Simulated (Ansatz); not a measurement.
C3H7AlOSi. The species carries charge 0 and has multiplicity 1. The bonds changed during the relaxation, so this is another structure than the one it started from.

```xyz
13

C    -0.5404    1.6244   -1.3511
C    -0.1838    0.5604   -0.6255
Al    1.6042   -0.3436   -0.6073
Si   -1.2619   -0.2199    0.6375
C     0.1050   -1.1665    1.6219
O     1.2360   -1.2132    1.1399
H    -1.5151    2.1099   -1.2865
H     0.1382    2.0875   -2.0677
H     2.8633    0.5835   -0.3074
H     1.7510   -1.6297   -1.5388
H    -2.0030    0.6205    1.6194
H    -2.1627   -1.3184    0.1842
H    -0.0308   -1.6949    2.5815
```

(1) Give the diagnostics of a CCSD(T)/def2-TZVPP run (frozen core, the Gaussian-basis code of Ansatz). (Estimate.)

Results:

(1) Ansatz gave: T1 = 0.0157, largest single amplitude 0.048, largest double 0.076, (T) share of the correlation energy 4.3 %, 10 CCSD cycles. The RHF solution is unstable towards an unrestricted one. T1 lies under the customary mark of 0.02 for closed shells.
